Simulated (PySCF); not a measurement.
Computed IR spectrum (relative IR intensity) of a molecule C₃H₈N₂Si. Geometry optimised at PBE-D3(BJ)/def2-SVP. One conformer was computed; it need not be the lowest. Calculation: PBE-D3(BJ)/def2-SVP in PySCF. Frequencies are harmonic and unscaled.

Lines under 2 % of the strongest are left out, and lines within 2 cm⁻¹ are merged.

| ν (cm⁻¹) | relative intensity |
|---|---|
| 228 | 2.0 |
| 261 | 6.9 |
| 283 | 5.8 |
| 315 | 79 |
| 341 | 2.1 |
| 400 | 16 |
| 437 | 23 |
| 460 | 95 |
| 594 | 24 |
| 639 | 17 |
| 651 | 15 |
| 654 | 2.3 |
| 730 | 16 |
| 785 | 5.2 |
| 811 | 10 |
| 860 | 10 |
| 877 | 100 |
| 921 | 97 |
| 964 | 3.6 |
| 1101 | 2.1 |
| 1114 | 35 |
| 1353 | 2.6 |
| 1479 | 37 |
| 1487 | 17 |
| 2125 | 89 |
| 2149 | 19 |
| 2965 | 5.3 |
| 3410 | 42 |
| 3476 | 8.0 |
| 3502 | 13 |
| 3576 | 13 |
| 3606 | 12 |

Question: Identify the compound among the candidates.
A. C=C/N=C\[SiH2]N
B. C#CC[SiH](N)N
C. N[Si]1(N)C=CC1
D. C#C[C@@H](N)[SiH2]N

Answer: B, C#CC[SiH](N)N
